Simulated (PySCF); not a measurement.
Bond curve of YbO

Set-up: PySCF, spin-free X2C with a Gaussian nucleus, basis sets Yb x2c-TZVPall, O x2c-TZVPall. Energies in eV from Yb (4f14 6s2) + O in their ground configurations at the same level. State: singlet, about 13.8 electrons in the 4f shell (Mulliken).

All columns are M06. A positive dipole means Yb(−)O(+).

| R (Å) | E (eV) | μ (D) | Mulliken charge on Yb (basis-dependent) | HOMO (eV) | LUMO (eV) | Mayer bond order | ⟨S²⟩ |
| --- | --- | --- | --- | --- | --- | --- | --- |
| 1.551 | -1.469 | -3.62 | 0.60 | -3.82 | -1.29 | 2.13 | 0.00 |
| 1.623 | -2.494 | -4.64 | 0.64 | -4.05 | -1.40 | 2.07 | 0.00 |
| 1.695 | -3.124 | -5.54 | 0.67 | -4.26 | -1.52 | 2.02 | 0.00 |
| 1.749 | -3.399 | -6.14 | 0.69 | -4.40 | -1.61 | 2.00 | 0.00 |
| 1.803 | -3.541 | -6.69 | 0.70 | -4.53 | -1.70 | 1.98 | 0.00 |
| 1.857 | -3.580 | -7.18 | 0.71 | -4.66 | -1.79 | 1.96 | 0.00 |
| 1.929 | -3.509 | -7.76 | 0.72 | -4.80 | -1.90 | 1.95 | 0.00 |
| 2.019 | -3.281 | -8.36 | 0.73 | -4.95 | -2.01 | 1.94 | 0.00 |
| 2.127 | -2.884 | -8.91 | 0.73 | -4.82 | -2.13 | 1.92 | 0.00 |
| 2.272 | -2.384 | -6.90 | 0.64 | -4.95 | -2.01 | 1.20 | 0.71 |

A fit through these points gives, at Re = 1.854 Å, μ = -7.15 D and dμ/dR = -8.72 D/Å; the reduced mass is 14.65 u.

Problem. How strong is the fundamental in the double-harmonic approximation, I = 42.26·(dμ/dR)²/μred km/mol?

Solution. I = 42.26·(-8.72)²/14.65 = 219 km/mol at M06.

The closed-shell solution turns unstable on stretching: from about 2.27 Å a spin-polarised solution lies lower.

⟨S²⟩ of the unrestricted solution departs from its pure value on part of the curve, where spin states mix. Spin–orbit coupling is left out, which matters for elements this heavy, above all for dissociation energies.
